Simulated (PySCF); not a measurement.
C4F6. Atoms are numbered in the order given.

```xyz
10

F     -1.3374     2.1906     0.0000
C     -0.0684     1.8658     0.0000
F      0.7167     2.9165     0.0000
C      0.4024     0.6129     0.0000
F      1.7296     0.4394     0.0000
C     -0.4024    -0.6129     0.0000
F     -1.7296    -0.4394     0.0000
C      0.0684    -1.8658     0.0000
F      1.3374    -2.1906     0.0000
F     -0.7167    -2.9165     0.0000
```
Charge 0, spin multiplicity 1.

Geometry optimised at ωB97X-D3(BJ)/def2-SVP. The geometry has at least one imaginary mode, so it is a saddle point at that level. The values are those of a single conformer.

Method: TDA-PBE/def2-SVPD (PySCF).

Vertical excitations. Isolated molecule, no solvent. State labels are in the subgroup C2h.

Computed lowest excited states:
```tsv
state	symmetry	energy (eV)	λ (nm)	f	main pairs
S1	Au	5.00	248	0.001	HOMO→LUMO+1 100 %
S2	Bg	5.58	222	0.000	HOMO→LUMO+2 100 %
S3	Ag	6.08	204	0.000	HOMO−1→LUMO 72 %, HOMO→LUMO+4 27 %
S4	Bu	6.16	201	0.941	HOMO→LUMO 88 %
S5	Au	6.17	201	0.008	HOMO→LUMO+3 99 %
S6	Bg	6.73	184	0.000	HOMO−1→LUMO+1 95 %
T1	Bu	3.22	385	0	HOMO→LUMO 99 %
T2	Au	4.70	264	0	HOMO→LUMO+1 100 %
```
Triplets are in the Tamm–Dancoff approximation.
